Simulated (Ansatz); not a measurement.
Coupled-cluster diagnostics for the cluster K3O⁺ (the lowest singlet isomer of a short search), Ansatz.

Geometry of the singlet (r2SCAN-D4/def2-TZVP):

```tsv
atom	x (Å)	y (Å)	z (Å)
K1	-0.331	0.498	-2.284
K2	1.166	1.518	1.381
K3	-0.834	-2.016	0.902
O4	-0.001	0.001	0.001
```

Correlated methods freeze 16 core orbitals; core or outer-core shells of K are correlated, in sets that lack core-valence functions. At PBE0-D4/def2-TZVP a singlet of charge 1 lies 1.79 eV below the triplet, each at its own geometry. At PBE0-D4/def2-TZVP a singlet of charge 1 lies 5.55 eV below the quintet, each at its own geometry. The structure comes from a short search, and lower isomers may exist.

Geometry of the charge 1 triplet (r2SCAN-D4/def2-TZVP):

```xyz
4

K     1.7820    0.3886    1.6006
K    -0.8149    2.1888   -1.1824
K    -0.8230   -2.5179   -0.2911
O    -0.1441   -0.0596   -0.1272
```

Geometry of the charge 1 quintet (r2SCAN-D4/def2-TZVP):

Cartesian coordinates in Å:
```
K 0.717 -0.055 -0.086
K 0.347 -3.243 -4.152
K 1.786 3.080 3.896
O -2.849 0.219 0.343
```

(1) Estimate the CCSD(T) correlation energy, the shares of MP2 and (T), T1 and the reference's ⟨S²⟩ for: charge 1, singlet, own geometry in def2-TZVPP; charge 1, triplet, own geometry in def2-TZVPP; charge 1, quintet, own geometry in def2-TZVPP; and the rough time on 4 threads of Arm Neoverse V1 on a shared host.

Results:

(1) 
```csv
state,basis,correlation (eV),MP2 share (%),(T) share (%),T1,⟨S²⟩ (pure),wall time
"charge 1, singlet, own geometry",def2-TZVPP,-21.807,95.1,2.5,0.020,0.00 (0.00),12 s
"charge 1, triplet, own geometry",def2-TZVPP,-19.963,92.2,1.8,0.014,2.01 (2.00),46 s
"charge 1, quintet, own geometry",def2-TZVPP,-18.237,91.0,1.3,0.011,6.01 (6.00),48 s
```
Customary marks for T1 are 0.02 (closed shells), 0.045 (open shells) and about 0.05 (3d metals). T1 stays under 0.02 throughout.
